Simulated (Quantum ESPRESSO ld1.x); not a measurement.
Results of a calculation; reference values are marked as such.
All-electron atom: Pb VI in [Xe] 4f14 5d9 (the NIST ground configuration). Code: ld1.x of Quantum ESPRESSO 7.5. Model: Dirac Kohn-Sham, PBE, spin-unpolarised, spherical densities, point nucleus; open shells fill j = l - 1/2 first.

Normalised radial functions P(r) = r R(r) (large component), r in bohr:

```
   r/bohr * 5p1/2, o 5d5/2 (the largest magnitude, 1.24, reaches the edge; | marks zero, & curves that meet)
 0.002482                             o*
 0.003284                             o*
  0.00431                             o*
 0.005703                             o *
 0.007546                             o *
 0.009985                             o  *
  0.01321                             o    *
  0.01748                             o     *
  0.02313                             |o     *
   0.0306                             | o    *
  0.04049                             |  o  *
  0.05357                             |  *o
  0.07088                           * |     o
  0.09379                     *       |       o
   0.1231                   *         |      o
   0.1629                        *    |  o
   0.2155                         o   |     *
   0.2852                   o         |              *
   0.3773                   o         |          *
   0.4992                       *   o |
   0.6605      *                      |         o
    0.874  *                          |                   o
    1.156          *                  |                     o
     1.53                    *        |                o
    2.024                          *  |        o
    2.679                             *  o
    3.544                             *o
```

5p1/2: eigenvalue -161.11 eV, 3 radial nodes at r = 0.0632, 0.187, 0.457 bohr, <r> = 0.907 bohr, 90 % of the charge inside 1.30 bohr. 5d5/2: eigenvalue -76.790 eV, 2 radial nodes at r = 0.185, 0.528 bohr, <r> = 1.24 bohr, 90 % of the charge inside 1.84 bohr.
